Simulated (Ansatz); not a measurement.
CH$_{5}$GaSSi, SMILES `C1[SiH2][GaH][S]1`, relaxed with RKS PBE-D4/def2-SVP in Ansatz 0.2.0 from a rough embedded geometry. The force threshold is 0.03 eV/Å; the program also tests the step.

Charge 0, multiplicity 1.

Start:

```xyz
9

C     0.343   -0.798   -0.553
Si    1.070    0.039    0.919
Ga   -1.537    0.878    0.477
S    -0.184    0.381   -1.823
H    -0.560   -1.429   -0.238
H     1.082   -1.578   -0.946
H     0.050    0.993    1.470
H     2.218    0.807    0.494
H    -2.483    0.708    0.199
```

| step | energy (eV) | largest force (eV/Å) | largest move (Å) |
| --- | --- | --- | --- |
| 1 | -72168.8995 | 21.560 | 0.000 |
| 2 | -72174.2886 | 8.690 | 0.194 |
| 3 | -72176.1137 | 2.384 | 0.195 |
| 4 | -72176.6021 | 1.033 | 0.191 |
| 5 | -72176.7619 | 0.420 | 0.200 |
| 6 | -72176.8218 | 0.391 | 0.189 |
| 7 | -72176.8794 | 0.531 | 0.200 |
| 8 | -72176.9690 | 0.304 | 0.195 |
| 9 | -72177.0580 | 0.364 | 0.195 |
| 10 | -72177.1657 | 0.453 | 0.195 |
| 11 | -72177.2704 | 0.431 | 0.190 |
| 12 | -72177.4002 | 0.343 | 0.195 |
| 13 | -72177.5413 | 0.249 | 0.196 |
| 14 | -72177.6738 | 0.243 | 0.195 |
| 15 | -72177.7294 | 0.447 | 0.195 |
| 16 | -72177.7338 | 0.411 | 0.140 |
| 17 | -72177.7593 | 0.036 | 0.086 |
| 18 (rejected) | -72177.7592 | 0.059 | 0.026 |
| 19 | -72177.7600 | 0.016 | 0.013 |

End:

```xyz
9

C     0.570   -1.056   -0.587
Si    1.039   -0.197    1.120
Ga   -0.980    1.119    0.119
S    -0.843   -0.325   -1.545
H     0.332   -2.123   -0.381
H     1.469   -1.053   -1.240
H    -0.560   -0.027    1.526
H     0.837    1.315    0.470
H    -1.864    2.348    0.518
```

It took 29 s on 4 threads of an Intel Xeon Platinum 8259CL on a shared host, with 0.19 GiB of host memory at the peak.
